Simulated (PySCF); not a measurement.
Si(OSiH3)3(Cl) (ClH9O3Si4), SMILES O([Si](O[SiH3])(Cl)O[SiH3])[SiH3].

Geometry: PBE0-D3(BJ)/def2-SVP. One conformer was computed; it need not be the lowest.

All values below come from TDDFT-PBE/def2-SVP in PySCF 2.14.0.

Vertical excitations. 

Task: List the lowest excited states. (Estimate from the structure and the level; the computed values follow.)

Result: 
```csv
state,energy (eV),λ (nm),f,main pairs
S1,6.52,190,0.000,HOMO→LUMO 100 %
S2,6.65,186,0.001,HOMO−1→LUMO 100 %
S3,6.72,185,0.001,HOMO−2→LUMO 99 %
S4,6.99,177,0.004,HOMO−3→LUMO 96 %
S5,7.04,176,0.002,HOMO−4→LUMO 97 %
S6,7.13,174,0.001,HOMO−5→LUMO 97 %
S7,7.28,170,0.001,"HOMO→LUMO+2 49 %, HOMO−6→LUMO 34 %, HOMO−7→LUMO 8 %"
S8,7.29,170,0.005,"HOMO→LUMO+1 67 %, HOMO−6→LUMO 13 %, HOMO−7→LUMO 12 %"
S9,7.30,170,0.011,"HOMO−7→LUMO 56 %, HOMO−6→LUMO 37 %"
S10,7.33,169,0.012,"HOMO→LUMO+2 40 %, HOMO−7→LUMO 22 %, HOMO→LUMO+1 19 %, HOMO−6→LUMO 14 %"
T1,6.37,195,0,HOMO→LUMO 99 %
T2,6.51,190,0,HOMO−1→LUMO 96 %
T3,6.56,189,0,HOMO−2→LUMO 96 %
T4,6.80,182,0,HOMO−3→LUMO 95 %
```
Triplets are in the Tamm–Dancoff approximation, which puts them higher than full response would, so one can lie above its singlet here.
